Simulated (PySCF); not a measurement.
# Working out the ionisation energy of As

As [Ar] 3d10 4s2 4p3 (4S) → As⁺ [Ar] 3d10 4s2 4p2 (3P). All numbers are calculated (PySCF 2.14, scalar relativity by spin-free X2C-1e, in x2c-TZVPall (6s5p4d1f, 48 functions)). Frozen: [Ar] 3d10. Energies in hartree (1 hartree = 27.21139 eV):

```tsv
part	As (lower)	As⁺ (upper)
UHF	-2259.010127	-2258.663367
CCSD correlation	-0.084020	-0.067720
(T)	-0.002696	-0.001576
```

Q: What does Hartree-Fock give?

A: (-2258.663367) − (-2259.010127) = 0.346760 hartree = 9.436 eV.

Q: What do CCSD and CCSD(T) give?

A: The CCSD correlation energies differ by 0.016300 hartree = 0.444 eV and the triples by 0.001120 hartree = 0.030 eV, so CCSD gives 9.880 eV and CCSD(T) 9.910 eV.

Measured between the centres of the two terms (NIST): 10.008 eV, so CCSD(T) (valence) is off by -0.098 eV.

What remains against the reference includes basis incompleteness, the frozen core and higher excitations.
